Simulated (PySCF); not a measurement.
Species: C₂H₇AlClFO.
Geometry (PBE0-D3(BJ)/def2-SVP, Å), atoms numbered from 1 in this order:
```xyz
13
C2H7AlClFO angstrom
C     -0.0470    1.5037   -0.1177
O     -0.1042    0.0748   -0.0216
C     -1.3877   -0.4756   -0.0171
F     -2.0250   -0.1537    1.1258
Al     1.4525   -1.2029    0.0969
Cl     3.0477    0.2338    0.0894
H     -0.4646    1.8182   -1.0861
H     -0.6120    1.9451    0.7133
H      1.0124    1.7753   -0.0533
H     -1.2644   -1.5674   -0.0880
H     -1.9606   -0.0788   -0.8723
H      1.2240   -1.9885   -1.2693
H      1.1360   -1.9008    1.4883
```

Computed, not measured: PySCF 2.14.0, PBE0-D3(BJ)/def2-SVP geometry optimisation, gas phase.

(1) Which atoms are bound to Al5, and at what distances?

(2) List the angles at Al5.

(3) What is the shape at Al5?

(4) What are the other bond lengths?

(5) Give some angles away from the centre.

(6) What are the rotational constants (commonest isotopes, rigid rotor)?

## Answers

(1) 4 atoms: H13 1.588 Å, H12 1.592 Å, O2 2.017 Å, Cl6 2.147 Å. The nearest atom not counted as bound is H10, at 2.75 Å.

(2) 
```
      angle  degrees  distance of the outer atoms (Å)
H12–Al5–H13    120.4                             2.76
Cl6–Al5–H13    116.4                             3.19
Cl6–Al5–H12    115.7                             3.18
 O2–Al5–H13    100.1                             2.78
 O2–Al5–H12     98.7                             2.75
 O2–Al5–Cl6     98.6                             3.16
```

(3) Distorted tetrahedral: angles from 98.6° to 120.4°; τ4 = (360° − α − β)/141° = 0.87 with α and β the two widest (0 for a square, 1 for a tetrahedron).

(4) C1–O2 1.433 Å; O2–C3 1.397 Å; C3–F4 1.348 Å; C1–H7, C1–H8, C1–H9 1.098 Å; C3–H10, C3–H11 1.102 Å.

(5) C1–O2–C3 115.5°, C1–O2–Al5 127.2°, C3–O2–Al5 117.3°, O2–C3–F4 110.1°.

(6) A = 4504, B = 1101, C = 955.9 MHz: a near-prolate asymmetric top.

Point group: C1 (no symmetry element, even within 0.4 Å). Charge 0, singlet. PBE0-D3(BJ)/def2-SVP frequencies: not computed here.

One conformer stands for the species.
